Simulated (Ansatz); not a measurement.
Worked example: a bond strength in Si2H2OF2 (SMILES F[Si]1(F)O[SiH2]1)

The species is Si2H2OF2 (7 atoms), meant as a singlet with charge 0. SMILES: `F[Si]1(F)O[SiH2]1`. The shape was relaxed beforehand at B3LYP/def2-SVP.

```xyz
7

F     0.4243   -1.6305    1.7237
Si    0.0422   -1.0295    0.2800
F    -0.2054   -2.3186   -0.6519
O     1.1328    0.0816   -0.3309
Si   -0.3052    1.0773   -0.2381
H    -0.2118    2.2056    0.7244
H    -0.8154    1.5460   -1.5527
```

Wanted: the dissociation energy of the Si2–F1 bond into doublet Si2H2OF and doublet F (shapes relaxed at B3LYP/def2-SVP, no zero-point term). 1 Eh = 2625.50 kJ/mol = 27.2114 eV. Totals in Eh; open shells run unrestricted unless said.

| level | program | Si2H2OF2 | doublet Si2H2OF | doublet F |
| --- | --- | --- | --- | --- |
| HF/def2-SVP | Ansatz | -852.494999 | -753.078096 | -99.284051 |
| B3LYP/def2-SVP | Ansatz | -854.866959 | -755.026238 | -99.640474 |
| B2PLYP/def2-SVP, 13 core orbitals frozen | Ansatz | -854.372975 | -754.599381 | -99.572184 |

Task: Work out the dissociation energy at each level.

Result: 
1. HF/def2-SVP: (-753.078096) + (-99.284051) − (-852.494999) = 0.132852 Eh = 348.8 kJ/mol = 3.62 eV.
2. B3LYP/def2-SVP: (-755.026238) + (-99.640474) − (-854.866959) = 0.200247 Eh = 525.7 kJ/mol = 5.45 eV.
3. B2PLYP/def2-SVP: (-754.599381) + (-99.572184) − (-854.372975) = 0.201410 Eh = 528.8 kJ/mol = 5.48 eV.

The levels span 349 to 529 kJ/mol; no measured value is set beside them. Hartree–Fock lacks the correlation of the electrons that are unpaired, so it comes out low. A bond enthalpy at 298 K also holds the loss of zero-point energy and thermal terms.
